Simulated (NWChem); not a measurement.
## Ionisation of CuF

```
Cu
F 1 1.7505
```
Charge 0, spin multiplicity 1.

Everything below was run with NWChem. Structure: optimised with B3LYP/def2-SVP, a minimum by its harmonic frequencies.

Basis set: def2-TZVPD. −ε marks an orbital energy of the parent.

| method | first vertical ionisation energy (eV) |
|---|---|
| −ε(HOMO) of BHandHLYP | 9.15 |
| −ε(HOMO) of PBE | 6.04 |
| −ε(HOMO) of M06-2X | 9.50 |
| G0W0@LDA (SVWN5) | 8.44 |
| G0W0@PBE0 | 9.30 |
| −ε(HOMO) of B3LYP | 7.36 |
| evGW0@PBE | 9.72 |
| G0W0@PBE | 8.13 |
| −ε(HOMO) of HF | 11.93 |

The values span 5.89 eV, from −ε(HOMO) of PBE (lowest) to −ε(HOMO) of HF (highest). 

B3LYP has NWChem's definition, with VWN1-RPA local correlation. The structure started from a generated list of species.
